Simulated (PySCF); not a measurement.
SMILES [Si](O)([Si](C)(O)O)(O)C, singlet, GFN2-xTB optimised geometry.

```
18

Si     0.46    -0.11     0.00
C     -0.13    -0.95    -1.61
O      0.06     1.48     0.00
O      2.10    -0.11     0.00
Si    -0.49    -0.93     1.90
C     -2.36    -1.29     1.78
O     -0.23    -0.01     3.24
O      0.34    -2.31     2.21
H      0.41    -0.57    -2.47
H      0.01    -2.02    -1.59
H     -1.19    -0.77    -1.78
H      0.53     2.08    -0.57
H      2.57    -0.92     0.16
H     -2.57    -2.08     1.06
H     -2.77    -1.60     2.74
H     -2.92    -0.41     1.46
H     -0.49     0.90     3.24
H      0.28    -2.71     3.07
```

Density from B3LYP/def2-SVP in PySCF 2.14.0 at that geometry.

Minimum of the electron density along straight lines between bonded atoms, close to the bond critical point (lines longer than 1.1 times the sum of covalent radii, or with two minima, are not listed):

```tsv
bond	length / Å	ρ at the minimum / e bohr⁻³	∇²ρ there / e bohr⁻⁵	position (fraction from the first atom)
Si1–C2	1.910	0.111	0.32	0.38
Si1–O3	1.635	0.127	1.06	0.41
Si1–O4	1.642	0.125	1.02	0.41
Si5–C6	1.910	0.111	0.32	0.38
Si5–O7	1.642	0.125	1.02	0.41
Si5–O8	1.635	0.127	1.06	0.41
C2–H9	1.087	0.271	-0.96	0.62
C2–H10	1.086	0.272	-0.96	0.62
C2–H11	1.085	0.272	-0.97	0.62
O3–H12	0.955	0.354	-2.37	0.82
O4–H13	0.952	0.357	-2.42	0.82
C6–H14	1.085	0.272	-0.97	0.62
C6–H15	1.087	0.271	-0.96	0.62
C6–H16	1.086	0.272	-0.96	0.62
O7–H17	0.952	0.357	-2.42	0.82
O8–H18	0.955	0.354	-2.37	0.82
```
